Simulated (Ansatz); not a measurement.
The cluster As4⁺, 4 atoms. Hardware: 4 threads of Arm Neoverse V1 on a shared host.

Correlated methods freeze 36 core orbitals; core or outer-core shells of As are correlated, in sets that lack core-valence functions.

How many basis functions does each of these Ansatz runs have, and roughly what does it cost? PBE-D4/def2-TZVP, charge 1 doublet, energy, from earlier orbitals; PBE-D4/def2-SVP, charge 1 doublet, energy with a search over starts; PBE0-D4/def2-TZVP, charge 0 singlet at the geometry of the charge 1 doublet, energy; PBE with 40 % exact exchange/def2-SVP, charge 1 doublet, energy, from earlier orbitals; CCSD(T)/def2-SVP, charge 1 quartet, energy, from earlier orbitals; BLYP-D4/def2-TZVP, charge 1 doublet, energy and forces, from earlier orbitals; PBE-D4/def2-TZVP, charge 0 triplet at the geometry of the charge 1 doublet, energy, from earlier orbitals; B2PLYP/def2-TZVP, charge 1 doublet, energy, from earlier orbitals; PBE-D4/def2-SVP, charge 1 quartet, relaxation, 8 steps; MP2/def2-TZVP, charge 1 quartet, energy, from earlier orbitals; RPA@PBE/def2-TZVP, charge 1 doublet, energy, from earlier orbitals; r2SCAN-D4/def2-TZVP, charge 1 quartet, energy, from earlier orbitals.

Other jobs shared the machine, so times can vary by a factor of up to 3. A dash marks memory too small to be measured apart from the calling script's.

```
                                                                                                      run  functions  fitting or Cholesky vectors  wall time  peak host memory (GiB)
                                      PBE-D4/def2-SVP, charge 1 doublet, energy with a search over starts        128                         1452      3.9 s                       –
                                        PBE-D4/def2-TZVP, charge 1 doublet, energy, from earlier orbitals        192                         1492        4 s                       –
                      PBE0-D4/def2-TZVP, charge 0 singlet at the geometry of the charge 1 doublet, energy        192                         1304      4.3 s                    0.61
                            BLYP-D4/def2-TZVP, charge 1 doublet, energy and forces, from earlier orbitals        192                         1492      4.5 s                       –
                   PBE with 40 % exact exchange/def2-SVP, charge 1 doublet, energy, from earlier orbitals        128                         1261      4.6 s                       –
                                       RPA@PBE/def2-TZVP, charge 1 doublet, energy, from earlier orbitals        192                         1304      6.5 s                    0.62
                                     r2SCAN-D4/def2-TZVP, charge 1 quartet, energy, from earlier orbitals        192                         1492       11 s                       –
                                           MP2/def2-TZVP, charge 1 quartet, energy, from earlier orbitals        192                         1300       12 s                    0.93
                                        B2PLYP/def2-TZVP, charge 1 doublet, energy, from earlier orbitals        192                         1304       13 s                    0.82
PBE-D4/def2-TZVP, charge 0 triplet at the geometry of the charge 1 doublet, energy, from earlier orbitals        192                         1492       14 s                    0.62
                                                   PBE-D4/def2-SVP, charge 1 quartet, relaxation, 8 steps        128                         1452       19 s                       –
                                        CCSD(T)/def2-SVP, charge 1 quartet, energy, from earlier orbitals        128                         1258       27 s                     1.1
```
